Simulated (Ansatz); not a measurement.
Species: CH₃Li, net charge 0, singlet state. 
Coordinates optimised at B3LYP-D3(BJ)/def2-TZVP (Ansatz, a program for electronic structure):
SMILES: [Li][CH3]
```xyz
5

Li    -1.1054    -0.6446    -0.9312
C      0.2701     0.1575     0.2275
H      0.8519    -0.5947     0.7758
H     -0.1547     0.8270     0.9867
H      0.9987     0.7566    -0.3338
```

Computed values are from Ansatz. Valence correlation only, unless marked. Open shells are spin-unrestricted. Spin-orbit coupling is left out. No relativistic terms. CBS(X,Y): correlation extrapolated as X^-3; Hartree-Fock from the larger set.

| Quantity | Value |
|---|---|
| atomisation energy De | 355.7 kcal/mol at CCSD(T)/CBS(def2-TZVPPD,def2-QZVPPD) |
| vertical triplet-singlet gap | 2.96 eV at CCSD(T)/CBS(def2-TZVPPD,def2-QZVPPD) |
| total energy | -47.2891 Eh at CCSD(T)/CBS(def2-TZVPPD,def2-QZVPPD) |
| dipole moment | 5.84 D at CCSD(T)/def2-SVPD |
| T1 diagnostic | 0.010 at CCSD/def2-QZVPPD |
